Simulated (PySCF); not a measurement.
Mayer bond orders and bond lengths

C₆H₁₁Cl₂FSi.
SMILES with atom numbers: `[CH3:1][C@@H:2]([F:3])[C@H:4]1[CH2:5][CH2:6][Si@H:7]1[CH:8]([Cl:9])[Cl:10]` (hydrogens: H11, H12, H13 on C1; H14 on C2; H15 on C4; H16, H17 on C5; H18, H19 on C6; H20 on Si7; H21 on C8)

Geometry (GFN2-xTB, Å), atoms numbered from 1 in this order:
```xyz
21
C6H11Cl2FSi angstrom
C     -2.0027    1.2864    0.6361
C     -1.3734    0.5402   -0.5276
F     -0.4067    1.3601   -1.1047
C     -0.7134   -0.7629   -0.1120
C     -0.1019   -1.5477   -1.2946
C      1.4004   -1.2897   -1.0612
Si     1.0327   -0.6170    0.6809
C      1.7412    1.1141    1.1170
Cl     3.5103    0.9647    1.1845
Cl     1.1374    1.6129    2.7108
H     -1.2700    1.4318    1.4257
H     -2.3596    2.2589    0.3050
H     -2.8400    0.7174    1.0290
H     -2.1126    0.3698   -1.3235
H     -1.4493   -1.3452    0.4390
H     -0.4516   -1.1959   -2.2638
H     -0.3318   -2.6078   -1.2114
H      1.7926   -0.5451   -1.7512
H      2.0181   -2.1785   -1.1494
H      1.2568   -1.4690    1.8488
H      1.5146    1.9195    0.4222
```

Bond orders from the PBE0/pcSseg-1 density (PySCF). Geometry: GFN2-xTB, one conformer, isolated molecule.

Q: Where do the orders between heavy atoms depart from those drawn in the SMILES?

A: The largest departure is 0.261, at Si7–C8 (drawn single, 0.739). Drawn single, order below 0.88: C2–F3 (0.826), Si7–C8 (0.739) and Si7–C4 (0.851).

Q: Set the Mayer orders of the bonds beside their lengths.

A: 
```json
{"bond": "C1–C2", "drawn as": "single", "length (Å)": "1.519", "Mayer order": "1.052"}
{"bond": "C2–F3", "drawn as": "single", "length (Å)": "1.393", "Mayer order": "0.826"}
{"bond": "C2–C4", "drawn as": "single", "length (Å)": "1.519", "Mayer order": "0.995"}
{"bond": "C4–C5", "drawn as": "single", "length (Å)": "1.545", "Mayer order": "0.978"}
{"bond": "C5–C6", "drawn as": "single", "length (Å)": "1.542", "Mayer order": "1.007"}
{"bond": "C6–Si7", "drawn as": "single", "length (Å)": "1.903", "Mayer order": "0.954"}
{"bond": "Si7–C8", "drawn as": "single", "length (Å)": "1.921", "Mayer order": "0.739"}
{"bond": "C8–Cl9", "drawn as": "single", "length (Å)": "1.777", "Mayer order": "0.994"}
{"bond": "C8–Cl10", "drawn as": "single", "length (Å)": "1.776", "Mayer order": "0.981"}
{"bond": "Si7–C4", "drawn as": "single", "length (Å)": "1.923", "Mayer order": "0.851"}
{"bond": "C1–H11", "drawn as": "single", "length (Å)": "1.087", "Mayer order": "0.947"}
{"bond": "C1–H12", "drawn as": "single", "length (Å)": "1.087", "Mayer order": "0.960"}
{"bond": "C1–H13", "drawn as": "single", "length (Å)": "1.086", "Mayer order": "0.958"}
{"bond": "C2–H14", "drawn as": "single", "length (Å)": "1.100", "Mayer order": "0.943"}
{"bond": "C4–H15", "drawn as": "single", "length (Å)": "1.088", "Mayer order": "0.939"}
{"bond": "C5–H16", "drawn as": "single", "length (Å)": "1.089", "Mayer order": "0.951"}
{"bond": "C5–H17", "drawn as": "single", "length (Å)": "1.088", "Mayer order": "0.952"}
{"bond": "C6–H18", "drawn as": "single", "length (Å)": "1.088", "Mayer order": "0.931"}
{"bond": "C6–H19", "drawn as": "single", "length (Å)": "1.086", "Mayer order": "0.952"}
{"bond": "Si7–H20", "drawn as": "single", "length (Å)": "1.463", "Mayer order": "0.939"}
{"bond": "C8–H21", "drawn as": "single", "length (Å)": "1.088", "Mayer order": "0.906"}
```

Bonds between the same two heavy elements. C–C: lowest C4–C5 (0.978, 1.545 Å), highest C1–C2 (1.052, 1.519 Å). C–Si: lowest Si7–C8 (0.739, 1.921 Å), highest C6–Si7 (0.954, 1.903 Å). C–Cl: all 2 within 0.02 of one another (0.981 to 0.994).

Q: Sum the orders of all bonds at each heavy atom with more than one neighbour and set the sums beside the valence in the SMILES.

A: C1 3.917 (drawn 4), C2 3.816 (drawn 4), C4 3.763 (drawn 4), C5 3.888 (drawn 4), C6 3.844 (drawn 4), Si7 3.483 (drawn 4), C8 3.620 (drawn 4). Orders between atoms that aren't bonded are not in these sums.

For a closed shell the Mayer order of atoms A and B is Σ (PS)μν (PS)νμ over the basis functions μ on A and ν on B, with P the density and S the overlap matrix.

The run behind these numbers computed NMR shieldings as well. Time: 81 s; peak memory 1.1 GiB. Hardware: one thread, Arm Neoverse V1 (aarch64), shared host.
